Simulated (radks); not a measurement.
Question: Isoelectronic series with 35 electrons, each ion in its NIST ground configuration. Method: Dirac Kohn-Sham, PBEsol, spin-unpolarised, spherical densities, finite nucleus; open shells fill j = l - 1/2 first; Fermi nuclear charge, rms radius of each element as measured or else 0.836 A^(1/3) + 0.57 fm; computed with a radial shooting solver on a logarithmic mesh with Libxc functionals. Total energies (hartree) and orbital eigenvalues (hartree) (* marks an orbital that is empty in some or all of the ions):

ion        configuration  E (hartree)     4d3/2*      4p3/2      4p1/2      4s1/2
Tm34+  [Ar] 3d10 4s2 4p5  -12929.2631  -48.94686  -54.00056  -56.40270  -59.50994
Yb35+  [Ar] 3d10 4s2 4p5  -13370.3269  -51.55047  -56.73544  -59.33368  -62.52938
Lu36+  [Ar] 3d10 4s2 4p5  -13820.0786  -54.22013  -59.53665  -62.34339  -65.62841
Hf37+  [Ar] 3d10 4s2 4p5  -14278.6531  -56.95595  -62.40431  -65.43255  -68.80795
Ta38+  [Ar] 3d10 4s2 4p5  -14746.0847  -59.75805  -65.33859  -68.60196  -72.06857
Re40+  [Ar] 3d10 4s2 4p5  -15707.9675  -65.56162  -71.40753  -75.18476  -78.83651
Os41+  [Ar] 3d10 4s2 4p5  -16202.6054  -68.56336  -74.54249  -78.59987  -82.34548
Ir42+  [Ar] 3d10 4s2 4p5  -16706.5948  -71.63190  -77.74465  -82.09866  -85.93932
Pt43+  [Ar] 3d10 4s2 4p5  -17219.9703  -74.76742  -81.01417  -85.68209  -89.61864

Estimate the row of W39+ ([Ar] 3d10 4s2 4p5).

Answer: E (hartree) -15222.4821; 4d3/2* -62.62656; 4p3/2 -68.33961; 4p1/2 -71.85242; 4s1/2 -75.41111.
